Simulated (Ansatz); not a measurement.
```csv
atom,x (Å),y (Å),z (Å)
C,0.0000,0.0000,0.0000
F,0.0000,1.0276,0.7914
F,0.0000,-1.0276,0.7914
```

Basis set: cc-pVDZ (spherical functions). Left uncorrelated: 3 orbitals. Charge 0, multiplicity 1.

Computed with Ansatz (development build ahead of 0.2.0); the reference of a correlated method needn't be the lowest determinant of its kind. Restricted open shells among the atoms or ions are ROHF, correlated in semicanonical orbitals with singles.

(1) Give the atomization energy at this shape (free ground-state atoms in the same class of orbitals less the molecule, no zero-point energy) of singlet CF₂ by RHF-CCSD(T), RHF-CCSD.

Answers

(1)

| method | atomization energy |
| --- | --- |
| RHF-CCSD(T) | 10.00 eV |
| RHF-CCSD | 9.75 eV |

Caution: no unrestricted run beside it, a lower state can exist.
